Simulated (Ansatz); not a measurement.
Mulliken charges of Cl$_{2}$HInO, SMILES `[OH][In]([Cl])[Cl]` from PBE/def2-TZVPP in Ansatz (PBE0-D4/def2-TZVP geometry).

| atom | x (Å) | y (Å) | z (Å) | charge (e) |
| --- | --- | --- | --- | --- |
| O1 | -0.348 | 1.510 | -0.137 | -0.426 |
| In2 | -0.088 | -0.433 | -0.101 | 0.860 |
| Cl3 | 1.723 | -1.321 | 1.020 | -0.317 |
| Cl4 | -1.581 | -1.802 | -1.171 | -0.305 |
| H5 | 0.344 | 1.971 | 0.347 | 0.189 |

Q: By hand: the dipole of these point charges (1 e Å = 4.8032 D).

A: Σ q r = (0.074, 0.325, 0.071) e Å, of length 0.341 e Å = 1.64 D.

Q: How does the dipole of the full density compare? (An estimate is asked.)

A: The calculation gave: (0.141, 0.226, 0.108) e Å, 1.38 D; the point charges give 1.19 times that, at 21° from its direction.

Point charges leave out the atoms' own dipoles, such as those of lone pairs, and Mulliken's split depends on the basis, so the two needn't agree.
